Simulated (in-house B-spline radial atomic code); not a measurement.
Stripping barium of all its electrons. The total binding energy is the sum of the 56 successive ionisation energies. Configuration: [Xe] 6s2. All numbers are computed (Dirac-Hartree-Fock, average of configuration; Fermi nucleus of rms radius 4.8378 fm) with a B-spline radial code for spherical atoms, not measured.

Dirac-Coulomb total energy: -8135.6501 hartree. First-order corrections (hartree): Breit 6.474, self-energy 5.002, vacuum polarisation -0.6971, recoil 0.0215.

Problem. What total binding energy follows, and how does it compare with the sum of NIST's ionisation energies?

Solution. 221088 eV from the corrected total, against 221101 ± 26 eV from NIST's table (measured, semi-empirical and theoretical entries, uncertainties added in quadrature). The difference, +13 eV, is within about twice the table's uncertainty, so it can't show the correlation energy.

Problem. What share of the binding belongs to the last two electrons?

Solution. 40 % by NIST's values (88047.0 eV).
